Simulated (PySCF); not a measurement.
Frontier orbitals and the lowest excitations

C4H12BP.
Z-matrix (Å and degrees, GFN2-xTB geometry), rows numbered from 1:
```
B 
P   1  1.9149
C   2  1.8547  1  123.33
C   3  1.5444  2   91.60  1   134.09
C   4  1.5199  3  112.26  2   102.72
C   4  1.5444  3   96.69  2   -14.61
H   1  1.1897  2  105.68  3  -167.71
H   1  1.1898  2  105.58  3    71.51
H   1  1.1932  2  102.63  3   -48.07
H   2  1.3992  1  122.36  3  -131.69
H   3  1.0912  2  109.87  1    19.25
H   3  1.0889  2  117.41  1  -105.80
H   4  1.0935  3  113.15  2  -133.37
H   5  1.0883  4  110.42  3   -53.87
H   5  1.0882  4  110.46  3  -173.92
H   5  1.0881  4  110.48  3    66.22
H   6  1.0889  2  117.41  1   106.05
H   6  1.0911  2  109.91  1   -19.02
```

Computed, not measured: PySCF 2.14.0, density-fitted response routines, TDDFT wB97X-D/def2-SVPD, vertical, gas phase, core orbitals frozen in the response.

Kohn–Sham orbitals with the atoms that hold most of them (Löwdin shares over 4%, at most four atoms; ? is withheld):

```csv
orbital,ε (eV),atoms
HOMO-3,-11.44,"C4 16%, H13 11%, P2 11%, C3 9%"
HOMO-2,-10.32,"B1 38%, H9 30%, P2 17%, H10 5%"
HOMO-1,-10.09,?
HOMO,?,?
LUMO,1.84,"P2 30%, C6 12%, C3 12%, B1 9%"
LUMO+1,1.92,"C5 16%, H10 13%, P2 12%, H14 8%"
LUMO+2,2.29,"B1 23%, P2 11%, H13 10%, H10 9%"
```

**Question.** Which atoms hold the HOMO-1, and with what shares?

**Answer.** B1 (bonded to P and 3 H) 37%; H7 (bonded to B) 19%; H8 (bonded to B) 19%; P2 (bonded to B, 2 C and H) 8%. By element: hydrogen 38% or more, boron 37%, phosphorus 8%.

**Question.** Which atoms hold the HOMO, and with what shares?

**Answer.** B1 (bonded to P and 3 H) 26%; P2 (bonded to B, 2 C and H) 18%; H7 (bonded to B) 9%; H8 (bonded to B) 9%. By element: boron 26%, phosphorus 18%, hydrogen 18% or more.

**Question.** What is the HOMO energy, and the HOMO–LUMO gap?

**Answer.** ε(HOMO) = -9.92 eV; the gap is 11.76 eV (0.4322 hartree).

**Question.** How does S1 compare with the orbital gap of 11.76 eV?

**Answer.** S1 is at 7.14 eV (f = 0.021), 4.62 eV below the gap, made of HOMO→LUMO (85%). 

**Question.** Give energy, strength and leading configuration of S1 and S2, and follow the Löwdin shares of the leading atoms from the occupied to the empty orbital.

**Answer.** 
- S1 (7.14 eV, f 0.021), HOMO→LUMO (85%): B1 26% → 9%, P2 18% → 30%, C6 at most 10% → 12%
- S2 (7.60 eV, f 0.0004), HOMO-2→LUMO (86%): B1 38% → 9%, H9 30% → at most 10%, P2 17% → 30%, C6 at most 5% → 12%

Löwdin shares depend on the basis, the more so with diffuse functions.

One conformer stands for the species.
